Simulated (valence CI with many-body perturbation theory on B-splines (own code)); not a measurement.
**Rh XXXIX: E2, M1, M2 decay**

Computed by relativistic CI+MBPT: five valence electrons over a frozen Dirac-Fock core [He], a basis of 11 s, 11 p, 10 d, 8 f, 5 g, 2 h functions for each j, with the one-electron correlation potential Σ1, the two-electron term Σ2, the three-electron term Σ3, Breit, model QED; selected CI, second order for the rest, scaled by the run's own slope (own B-spline code, finite nucleus).

The last digits are not significant, and no measured levels were compared; by estimate large intervals hold to a few tenths of a per cent, small ones and those within an open d or f shell to about a per cent. Among the levels kept, up to 11000 cm⁻¹ of a level comes from second order outside the variational space, and about a tenth of that is noise between levels of different J, which matters for small intervals.

Lines 1 to 50 of 71 in falling wavelength, among levels below 282.51 Ry, chosen from the decays that carry over 1 % of a level's rate. Wavelengths and rates use the calculated energies. Electric multipoles are in the length gauge with retardation, E1 and E2 with the static RPA response of the core. M1 uses the relativistic operator with retardation. S is in atomic units (e²a₀⁴ for E2 and M2, e²a₀⁶ for E3), for M1 in squared Bohr magnetons. Weak lines are less certain than strong ones. Lines between different terms over intervals too small for the method are left out, as are lines whose strength nearly cancels. The highest levels of a list are the least certain.

Levels are named by their leading jj configuration (3d3/2^4 stands for four electrons in 3d with j = 3/2), which in mixed levels can hold well under half, so a name can repeat and another be missing. Letters in brackets count levels of one name in rising energy.

```
λ vac (Å)                               Upper                       Lower  Type   A (s⁻¹)  S (a.u.)
    90.46          (2s^2 2p1/2 2p3/2^2) J=3/2  (2s^2 2p1/2^2 2p3/2) J=3/2    M1  2.78e+07  3.05e+00
    89.98                (2s^2 2p3/2^3) J=3/2  (2s^2 2p1/2 2p3/2^2) J=1/2    M1  6.75e+06  7.29e-01
    80.45          (2s^2 2p1/2 2p3/2^2) J=5/2  (2s^2 2p1/2^2 2p3/2) J=3/2    M1  4.92e+06  5.70e-01
    76.91                (2s^2 2p3/2^3) J=3/2  (2s^2 2p1/2 2p3/2^2) J=5/2    M1  1.03e+07  6.96e-01
    69.85          (2s^2 2p1/2 2p3/2^2) J=1/2  (2s^2 2p1/2^2 2p3/2) J=3/2    M1  2.27e+07  5.74e-01
    69.55                (2s^2 2p3/2^3) J=3/2  (2s^2 2p1/2 2p3/2^2) J=3/2    M1  4.43e+07  2.21e+00
    4.249      (2s^2 2p1/2 2p3/2 3d5/2) J=9/2    (2s 2p1/2 2p3/2^3) J=5/2    E2  3.25e+08  4.01e-06
    4.040          (2s^2 2p3/2^2 3d5/2) J=9/2    (2s 2p1/2 2p3/2^3) J=5/2    E2  3.51e+08  3.37e-06
    3.992  (2s^2 2p1/2 2p3/2 3p1/2) J=3/2 [a]  (2s^2 2p1/2 2p3/2^2) J=1/2    E2  1.13e+10  4.09e-05
    3.979      (2s^2 2p1/2 2p3/2 3p1/2) J=5/2  (2s^2 2p1/2 2p3/2^2) J=1/2    E2  1.93e+10  1.03e-04
    3.969      (2s^2 2p1/2 2p3/2 3p1/2) J=1/2  (2s^2 2p1/2 2p3/2^2) J=5/2    E2  2.69e+10  4.73e-05
    3.951          (2s^2 2p3/2^2 3p1/2) J=3/2        (2s^2 2p3/2^3) J=3/2    E2  2.43e+10  8.34e-05
    3.951          (2s^2 2p1/2^2 3p1/2) J=1/2  (2s^2 2p1/2^2 2p3/2) J=3/2    E2  1.12e+11  1.92e-04
    3.950      (2s^2 2p1/2 2p3/2 3p1/2) J=5/2  (2s^2 2p1/2 2p3/2^2) J=5/2    E2  6.49e+10  3.34e-04
    3.947      (2s^2 2p1/2 2p3/2 3p1/2) J=1/2  (2s^2 2p1/2 2p3/2^2) J=3/2    E2  3.93e+10  6.73e-05
    3.946          (2s^2 2p3/2^2 3p1/2) J=5/2        (2s^2 2p3/2^3) J=3/2    E2  7.55e+10  3.87e-04
    3.944      (2s 2p1/2 2p3/2^2 3p3/2) J=9/2    (2s 2p1/2 2p3/2^3) J=5/2    E2  1.35e+10  1.15e-04
    3.941  (2s^2 2p1/2 2p3/2 3p1/2) J=3/2 [a]  (2s^2 2p1/2 2p3/2^2) J=3/2    E2  7.24e+10  2.46e-04
    3.931  (2s^2 2p1/2 2p3/2 3p3/2) J=3/2 [a]  (2s^2 2p1/2 2p3/2^2) J=1/2    E2  5.54e+09  1.86e-05
    3.928      (2s^2 2p1/2 2p3/2 3p1/2) J=5/2  (2s^2 2p1/2 2p3/2^2) J=3/2    E2  1.60e+10  8.00e-05
    3.927  (2s^2 2p1/2 2p3/2 3p1/2) J=3/2 [b]  (2s^2 2p1/2 2p3/2^2) J=5/2    E2  6.49e+10  2.16e-04
    3.922      (2s 2p1/2^2 2p3/2 3p3/2) J=7/2  (2s 2p1/2^2 2p3/2^2) J=5/2    E2  2.71e+10  1.79e-04
    3.917  (2s^2 2p1/2 2p3/2 3p3/2) J=3/2 [b]  (2s^2 2p1/2 2p3/2^2) J=1/2    E2  2.14e+10  7.06e-05
    3.915          (2s^2 2p3/2^2 3p1/2) J=1/2        (2s^2 2p3/2^3) J=3/2    E2  7.87e+10  1.29e-04
    3.913  (2s^2 2p1/2 2p3/2 3p3/2) J=5/2 [a]  (2s^2 2p1/2 2p3/2^2) J=5/2    E2  8.62e+09  4.23e-05
    3.909          (2s^2 2p3/2^2 3p3/2) J=5/2        (2s^2 2p3/2^3) J=3/2    E2  3.10e+10  1.51e-04
    3.908          (2s^2 2p3/2^2 3p3/2) J=7/2        (2s^2 2p3/2^3) J=3/2    E2  1.87e+10  1.22e-04
    3.908  (2s^2 2p1/2 2p3/2 3p3/2) J=1/2 [a]  (2s^2 2p1/2 2p3/2^2) J=5/2    E2  9.31e+09  1.51e-05
    3.907  (2s^2 2p1/2 2p3/2 3p3/2) J=5/2 [b]  (2s^2 2p1/2 2p3/2^2) J=1/2    E2  2.56e+10  1.25e-04
    3.906  (2s 2p1/2^2 2p3/2 3p3/2) J=1/2 [b]  (2s 2p1/2^2 2p3/2^2) J=3/2    E2  5.41e+10  8.78e-05
    3.902  (2s^2 2p1/2 2p3/2 3p3/2) J=3/2 [a]  (2s^2 2p1/2 2p3/2^2) J=5/2    E2  1.70e+10  5.50e-05
    3.894      (2s^2 2p1/2 2p3/2 3p3/2) J=7/2  (2s^2 2p1/2 2p3/2^2) J=5/2    E2  3.61e+10  2.31e-04
    3.892  (2s^2 2p1/2 2p3/2 3p3/2) J=5/2 [a]  (2s^2 2p1/2 2p3/2^2) J=3/2    E2  3.05e+10  1.46e-04
    3.888          (2s^2 2p1/2^2 3p3/2) J=3/2  (2s^2 2p1/2^2 2p3/2) J=3/2    E2  5.75e+10  1.82e-04
    3.887  (2s^2 2p1/2 2p3/2 3p3/2) J=1/2 [a]  (2s^2 2p1/2 2p3/2^2) J=3/2    E2  3.94e+10  6.24e-05
    3.881  (2s^2 2p1/2 2p3/2 3p3/2) J=3/2 [a]  (2s^2 2p1/2 2p3/2^2) J=3/2    E2  1.65e+10  5.18e-05
    3.876      (2s^2 2p3/2^2 3p3/2) J=3/2 [a]        (2s^2 2p3/2^3) J=3/2    E2  6.93e+10  2.17e-04
    3.874      (2s^2 2p1/2 2p3/2 3p3/2) J=7/2  (2s^2 2p1/2 2p3/2^2) J=3/2    E2  4.14e+09  2.58e-05
    3.865  (2s^2 2p1/2 2p3/2 3p3/2) J=1/2 [b]  (2s^2 2p1/2 2p3/2^2) J=5/2    E2  8.67e+10  1.33e-04
    3.844  (2s^2 2p1/2 2p3/2 3p3/2) J=1/2 [b]  (2s^2 2p1/2 2p3/2^2) J=3/2    E2  4.15e+10  6.22e-05
    3.842      (2s 2p1/2^2 2p3/2 3d5/2) J=9/2  (2s 2p1/2^2 2p3/2^2) J=5/2    M2  1.18e+09  8.82e-06
    3.813          (2s^2 2p3/2^2 3d5/2) J=9/2  (2s 2p1/2^2 2p3/2^2) J=5/2    E2  7.06e+08  5.08e-06
    3.811      (2s^2 2p1/2 2p3/2 3d5/2) J=9/2  (2s^2 2p1/2 2p3/2^2) J=5/2    M2  1.12e+09  8.07e-06
    3.737            (2s 2p3/2^3 3p3/2) J=7/2    (2s 2p1/2 2p3/2^3) J=5/2    E2  3.30e+10  1.72e-04
    3.731  (2s^2 2p1/2 2p3/2 3p3/2) J=5/2 [a]  (2s^2 2p1/2^2 2p3/2) J=3/2    E2  1.48e+10  5.75e-05
    3.728      (2s 2p1/2 2p3/2^2 3p3/2) J=9/2  (2s 2p1/2^2 2p3/2^2) J=5/2    E2  6.39e+10  4.11e-04
    3.727  (2s^2 2p1/2 2p3/2 3p3/2) J=1/2 [a]  (2s^2 2p1/2^2 2p3/2) J=3/2    E2  1.92e+10  2.46e-05
    3.725          (2s^2 2p3/2^2 3p1/2) J=1/2  (2s^2 2p1/2 2p3/2^2) J=5/2    E2  1.42e+10  1.82e-05
    3.721  (2s^2 2p1/2 2p3/2 3p3/2) J=3/2 [a]  (2s^2 2p1/2^2 2p3/2) J=3/2    E2  4.50e+10  1.15e-04
    3.720          (2s^2 2p3/2^2 3p3/2) J=5/2  (2s^2 2p1/2 2p3/2^2) J=5/2    E2  3.68e+10  1.41e-04
```
